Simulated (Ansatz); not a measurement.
`CCC(=O)CC(C)=O`, one more setting.

```yaml
crystal:
  periodic: [false, false, false]
  atoms:
    - {symbol: C, position_ang: [-1.956448, 1.981945, 0.093000]}
    - {symbol: C, position_ang: [-1.000855, 0.992139, 0.876621]}
    - {symbol: C, position_ang: [-0.780472, -0.313152, 0.054299]}
    - {symbol: O, position_ang: [-1.230650, -0.335422, -1.030137]}
    - {symbol: C, position_ang: [0.397678, -1.147729, 0.745918]}
    - {symbol: C, position_ang: [1.553819, -0.728023, -0.004797]}
    - {symbol: C, position_ang: [2.013349, -1.201695, -1.319428]}
    - {symbol: O, position_ang: [2.257349, 0.012766, 0.562170]}
    - {symbol: H, position_ang: [-1.568940, 2.347893, -0.544098]}
    - {symbol: H, position_ang: [-2.169305, 2.819625, 0.818527]}
    - {symbol: H, position_ang: [-2.899954, 1.505814, -0.058361]}
    - {symbol: H, position_ang: [-1.405735, 0.351008, 1.888231]}
    - {symbol: H, position_ang: [-0.059982, 1.360783, 1.165298]}
    - {symbol: H, position_ang: [0.084885, -2.321058, 0.153641]}
    - {symbol: H, position_ang: [0.480073, -1.103134, 1.703902]}
    - {symbol: H, position_ang: [2.111644, -2.356565, -1.089227]}
    - {symbol: H, position_ang: [1.312587, -1.373601, -2.119071]}
    - {symbol: H, position_ang: [2.767178, -0.703007, -1.692348]}
basis:
  gaussian: {orbitals: def2-mTZVPP}
total_charge: -1
magnetization: {spin_polarized: true, initial_magnetization: 1}
hamiltonian: {xc: {name: LC-wPBE}, pseudopotentials: {relativity: none}}
accuracy: high
scf: {lower_state_search: full}
output: {forces: true}
```

```sh
$ ansatz run in.yaml --threads 2 --pin off --events-out ev --progress --plain --max-ram 32768MiB --backend cpu
```

Shortened log:

```
Functional definition: LC-wPBE
4763 factors; integrals over basis functions are off by at most 2.7e-8 eV
956 factors; integrals over basis functions are off by at most 2.4e-9 eV
mean field evaluation 1: about -10463.1201 eV, gradient 4.2e1 eV
mean field evaluation 2: about -10463.1258 eV, gradient 4.2e1 eV
mean field evaluation 4: about -10469.7275 eV, gradient 5.9e0 eV
mean field evaluation 8: about -10469.8953 eV, gradient 5.1e-1 eV
mean field evaluation 16: about -10469.9059 eV, gradient 2.9e-2 eV
mean field evaluation 32: about -10469.9060 eV, gradient 3.5e-6 eV
mean field -10469.90595803 eV, -384.7619472003 hartree, gradient 3.1e-8 eV, S^2 0.764530; 5 other end points of the search recorded, 0 dependent functions left out
reference -10469.90595803 eV, -384.7619472003 hartree; 32, 31 occupied and 180, 181 virtual orbitals, 4763 factors
Total energy: -10469.90595803 eV, -384.7619472003 hartree
Atom 0 at    -1.956448     1.981945     0.093000 Å, force    -7.731562    -7.871107    18.814569 eV/Å
Atom 1 at    -1.000855     0.992139     0.876621 Å, force    -2.667801    -3.260667     1.032416 eV/Å
Atom 2 at    -0.780472    -0.313152     0.054299 Å, force     3.281887     2.101009     7.039112 eV/Å
Atom 3 at    -1.230650    -0.335422    -1.030137 Å, force    -2.033705    -1.663605    -6.361469 eV/Å
Atom 4 at     0.397678    -1.147729     0.745918 Å, force    -4.028939    -4.676724   -11.512282 eV/Å
Atom 5 at     1.553819    -0.728023    -0.004797 Å, force    -3.279585    -2.509524    -1.437074 eV/Å
Atom 6 at     2.013349    -1.201695    -1.319428 Å, force    -5.021488    -6.369486     1.397135 eV/Å
Atom 7 at     2.257349     0.012766     0.562170 Å, force     5.570148     5.761605     3.710244 eV/Å
Atom 8 at    -1.568940     2.347893    -0.544098 Å, force     8.998727     7.950675   -15.769670 eV/Å
Atom 9 at    -2.169305     2.819625     0.818527 Å, force     0.016217    -0.573856    -0.546378 eV/Å
Atom 10 at    -2.899954     1.505814    -0.058361 Å, force    -0.407586    -0.326312    -0.758168 eV/Å
Atom 11 at    -1.405735     0.351008     1.888231 Å, force     0.391021     2.803979    -2.166194 eV/Å
Atom 12 at    -0.059982     1.360783     1.165298 Å, force     1.284675     1.093194     0.385011 eV/Å
Atom 13 at     0.084885    -2.321058     0.153641 Å, force     0.752759     2.280259     2.227553 eV/Å
Atom 14 at     0.480073    -1.103134     1.703902 Å, force     0.401918     0.331499     6.211784 eV/Å
Atom 15 at     2.111644    -2.356565    -1.089227 Å, force     1.040561     1.867447    -0.545572 eV/Å
Atom 16 at     1.312587    -1.373601    -2.119071 Å, force    -1.047608     0.741032    -0.268417 eV/Å
Atom 17 at     2.767178    -0.703007    -1.692348 Å, force     4.480363     2.320583    -1.452600 eV/Å
Dipole moment:    -0.136982     0.085601     0.069349 e Å
```

Hardware: 2 threads of an AMD EPYC 7R13 on a shared host. Wall time 86 s, peak host memory 1.9 GiB.
